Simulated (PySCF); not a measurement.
These compounds are isomers of formula C$_{5}$H$_{10}$N$_{2}$OSi.

A. SMILES N#C/C(OC)=C\[Si@@H](C)N
B. `C=N/C=N\[SiH2]C(=C)OC`
C. SMILES C([SiH](N)N)c1ccco1
D. SMILES CN[SiH2]/C=C(/C#N)OC

Spectrum 1. 1H NMR (500 MHz, computed): δ 5.97 (t, 1H), 5.12 (d, 2H), 3.98 (s, 3H), 2.82 (s, 3H), -0.43 (br s, 1H). 13C{1H} NMR (computed): δ 148.7 (C), 128.5 (CH), 118.4 (C), 58.6 (CH3), 32.6 (CH3).

Spectrum 2. 1H NMR (500 MHz, computed): δ 7.38 (m, 1H), 6.56 (m, 1H), 6.18 (m, 1H), 5.01 (t, 1H), 2.14 (d, 2H), 0.34 (br s, 4H). 13C{1H} NMR (computed): δ 158.8 (C), 145.1 (CH), 118.2 (CH), 111.9 (CH), 25.0 (CH2).

Spectrum 3. 1H NMR (500 MHz, computed): δ 8.93 (s, 1H), 7.52 (d, 1H), 7.31 (d, 1H), 4.97 (s, 2H), 4.71 (m, 1H), 4.56 (m, 1H), 3.73 (s, 3H). 13C{1H} NMR (computed): δ 173.4 (C), 164.1 (CH), 152.2 (CH2), 98.2 (CH2), 55.8 (CH3).

Spectrum 4. 1H NMR (500 MHz, computed): δ 6.09 (d, 1H), 5.47 (m, 1H), 3.97 (s, 3H), 0.69 (br s, 2H), 0.17 (d, 3H). 13C{1H} NMR (computed): δ 148.3 (C), 129.5 (CH), 120.3 (C), 58.1 (CH3), -2.6 (CH3).

How the numbers were obtained: GFN2-xTB geometry, PBE0/pcSseg-1 with gauge-including orbitals, in PySCF 2.14 (equivalent nuclei averaged, one conformer, relativity neglected, no solvent model).

Chemical shifts δ = σref − σ; 1H (σ = 31.72 ppm) and 13C (σ = 186.93 ppm) vs TMS, all at this level. Where no couplings were computed, multiplicities follow the n + 1 count of equivalent neighbours, and m marks all less simple cases (inequivalent or close neighbours, rings, F or P nearby). Shifts are as computed. Against solution values, carbons near 30 ppm lie about +3 ppm off and those near 130 ppm about +5 ppm. Of 1309 compounds with measured shifts, 239 miss one by over three times the rms of a fit or turn the order of signals round; such compounds aren't used in these exercises. OH and NH positions are gas-phase values without hydrogen bonding to other molecules.

**Question.** Which spectrum belongs to which compound?

**Answer.** 1–D, 2–C, 3–B, 4–A.

- Spectrum 1 (D): 5 13C signals; δC 148.7 is an alkene carbon bearing oxygen; δC 118.4 is a nitrile carbon.
- Spectrum 2 (C): 5 13C signals; δH 7.38 is the hydrogen on an aromatic CH next to the ring oxygen; δH 6.56 is the hydrogen on an aromatic CH.
- Spectrum 3 (B): 5 13C signals; δC 173.4 is an alkene carbon bearing oxygen; δC 98.2 is a β carbon of an enol-ether or enamine type C=C.
- Spectrum 4 (A): 5 13C signals; δC 148.3 is an alkene carbon bearing oxygen; δC 120.3 is a nitrile carbon.
